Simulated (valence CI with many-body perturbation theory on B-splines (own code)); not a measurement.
**Which ion has this spectrum?**

A relativistic CI+MBPT calculation for an atom or ion with 21 electrons gives these levels (eV):

```
   J  Parity       E     g
 3/2    even    0.00  0.73
 5/2    even   75.29  1.05
 3/2    even   81.75  1.16
 9/2    even   85.46  1.03
 7/2    even   85.75  1.03
 1/2    even   87.32  1.79
 5/2    even  111.87  1.23
 7/2    even  159.50  1.12
 9/2    even  164.30  1.13
 3/2    even  169.80  1.10
 1/2    even  172.86  1.52
11/2    even  174.05  1.08
 5/2    even  174.29  1.30
 5/2    even  183.70  1.09
```

The energies are calculated, and their last digits are not significant.

Problem. Which is it?
A. Os55+
B. Ir56+
C. Pt57+
D. Ta52+

Solution. A. Os55+, ground level (3d3/2^3) J=3/2.
